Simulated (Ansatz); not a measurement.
Reaction (SMILES): FB(F)[B]F → 2 B atom + 3 F atom
B3LYP-D3(BJ)/def2-TZVP geometries, fixed; electronic energies without zero-point terms.

Basis-set convergence of the atomisation energy at B2PLYP with Ansatz (an electronic-structure program). All functions are spherical. Cores are frozen. Species with rotatable bonds are taken in one conformer. Open shells are unrestricted. No added dispersion term, no relativity. Functions are those of the species that has most. Reference: the value in aug-cc-pVQZ, 531.57 kcal/mol, itself unsure by roughly 0.68 kcal/mol (its mean distance from def2-QZVPPD, pcseg-3, def2-QZVPP). Deviations are taken from unrounded values.

| basis | functions | atomisation energy (kcal/mol) |
|---|---|---|
| cc-pVDZ | 70 | 510.64 |
| aug-cc-pVDZ | 115 | 506.56 |
| def2-SVP | 70 | 534.33 |
| def2-SVPD | 109 | 527.15 |
| pcseg-1 | 70 | 515.66 |
| aug-pcseg-1 | 115 | 519.01 |
| 6-311G** | 90 | 516.27 |
| 6-311+G** | 110 | 512.09 |
| cc-pVTZ | 150 | 530.32 |
| aug-cc-pVTZ | 230 | 528.71 |
| pcseg-2 | 150 | 529.92 |
| aug-pcseg-2 | 230 | 531.02 |
| def2-TZVPP | 155 | 528.45 |
| def2-TZVPPD | 194 | 527.69 |
| cc-pVQZ | 275 | 532.04 |
| aug-cc-pVQZ | 400 | 531.57 |
| def2-QZVPP | 285 | 530.92 |
| def2-QZVPPD | 324 | 530.79 |

What the diffuse functions change, pair by pair:
- cc-pVDZ to aug-cc-pVDZ: 45 more functions, deviation -20.93 to -25.02 kcal/mol
- def2-SVP to def2-SVPD: 39 more functions, deviation 2.75 to -4.42 kcal/mol
- pcseg-1 to aug-pcseg-1: 45 more functions, deviation -15.92 to -12.57 kcal/mol
- 6-311G** to 6-311+G**: 20 more functions, deviation -15.30 to -19.48 kcal/mol
- cc-pVTZ to aug-cc-pVTZ: 80 more functions, deviation -1.25 to -2.87 kcal/mol
- pcseg-2 to aug-pcseg-2: 80 more functions, deviation -1.65 to -0.55 kcal/mol
- def2-TZVPP to def2-TZVPPD: 39 more functions, deviation -3.12 to -3.88 kcal/mol
- cc-pVQZ to aug-cc-pVQZ: 125 more functions, deviation 0.46 to 0.00 kcal/mol
- def2-QZVPP to def2-QZVPPD: 39 more functions, deviation -0.65 to -0.78 kcal/mol

Leaving out the reference's own pair, they bring the value nearer the reference by more than 0.68 kcal/mol in 2 of 8 pairs.
